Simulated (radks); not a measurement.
Problem. Valence configurations of the mercury ion Hg+ (all share [Xe]). Calculated with a radial shooting solver on a logarithmic mesh with Libxc functionals: scalar-relativistic Kohn-Sham, PBEsol, spin-unpolarised, spherical densities, finite nucleus; Fermi nuclear charge, rms radius 5.4648 fm. Order these by energy: 4f14 5d9 6s2; 4f13.5 5d10 6s1.5; 4f14 5d7 6s2 6p2; 4f13.5 5d10 6s1 6p0.5; 4f13 5d10 6s2; 4f14 5d8 6s1 6p2; 4f14 5d9.5 6s1 6p0.5; 4f14 5d10 6s0.5 6p0.5; 4f12 5d10 6s1 6p2; 4f14 5d10 6s1.

Solution. From the lowest, in eV above it: 4f14 5d10 6s1 0.000; 4f14 5d10 6s0.5 6p0.5 3.715; 4f14 5d9 6s2 4.814; 4f14 5d9.5 6s1 6p0.5 6.077; 4f14 5d8 6s1 6p2 28.395; 4f14 5d7 6s2 6p2 37.228; 4f13.5 5d10 6s1.5 46.957; 4f13.5 5d10 6s1 6p0.5 50.830; 4f13 5d10 6s2 97.570; 4f12 5d10 6s1 6p2 228.08. NIST lists [Xe] 4f14 5d10 6s1 as the ground configuration; this level of theory agrees among the configurations tried. The energies are those of spherical spin-averaged densities, not of single terms.
